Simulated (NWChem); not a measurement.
# CH₅GeNOSi; SMILES C1=[N][GeH2][SiH2]O1

```xyz
10

C      1.4849     1.0221     0.0000
N      1.5367    -0.2417     0.0000
Ge    -0.1396    -1.0812     0.0000
Si    -1.1653     1.0628     0.0000
O      0.3834     1.8143     0.0000
H      2.3988     1.6390     0.0000
H     -0.2828    -1.9464     1.2602
H     -0.2828    -1.9464    -1.2602
H     -1.8934     1.5086    -1.2204
H     -1.8934     1.5086     1.2204
```
Atoms are numbered in this order, from 1.

Results from NWChem. Medium grid unless said otherwise, to which SCAN and Minnesota functionals are sensitive. The geometry was optimised at PBE0/def2-SVP. B3LYP is NWChem's, with the RPA form of VWN correlation.

Among these, which level gives the highest value of “orbital gap (eV)”?
(A) PBE/def2-TZVP
(B) r2SCAN/def2-TZVP
(C) PBE0/def2-TZVP
(D) B3LYP/def2-TZVP

C, PBE0/def2-TZVP. Values: PBE/def2-TZVP 4.77; r2SCAN/def2-TZVP 5.25; B3LYP/def2-TZVP 6.38; PBE0/def2-TZVP 6.81
